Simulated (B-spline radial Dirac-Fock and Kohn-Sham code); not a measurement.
# Satellites and hypersatellites of the K lines of Re⁵⁴⁺

System: Re⁵⁴⁺, configuration 1s2 2s2 2p6 3s2 3p6 3d3.

Input file task.json (cfg lists n, l and occupation; rrms is the nuclear radius in fm):

```json
{"items": [{
  "Z": 75,
  "q": 54,
  "cfg": [[1, 0, 2], [2, 0, 2], [2, 1, 6], [3, 0, 2], [3, 1, 6], [3, 2, 3]],
  "A": 187,
  "rrms": 5.3698,
  "do": ["binding", "quiet", "double"]
}]}
```

Launch: `python xray_run.py task.json out`

Model: ΔSCF Dirac-Fock with Breit, self-energy and vacuum polarisation, finite nucleus, configuration average. Program: an atomic code on a B-spline grid. Each two-hole energy is an average over J within one jj subconfiguration, not an observable level; in light atoms, where LS coupling holds, the j-resolved values are not observed lines, and for a K spectator the Kα1 hypersatellite is nearly forbidden. Electron correlation is not included.

Lines without a spectator: Kα2 (K-L2) 59795.1 eV, Kα1 (K-L3) 61238.6 eV, Kβ3 (K-M2) 69507.3 eV, Kβ1 (K-M3) 69866.6 eV. Shifts in eV with one spectator hole (a dash: not computed, or left out as unreliable):

| spectator hole | Kα2 | Kα1 | Kβ3 | Kβ1 |
| --- | --- | --- | --- | --- |
| K (1s) | +1004.2 | +1083.3 | +1311.0 | +1331.6 |
| L2 (2p1/2) | +133.1 | +179.7 | – | +347.0 |
| L3 (2p3/2) | +100.6 | +111.1 | +262.1 | – |
| M2 (3p1/2) | – | +34.4 | +70.3 | +81.9 |
| M3 (3p3/2) | +19.58 | – | +61.3 | +62.9 |
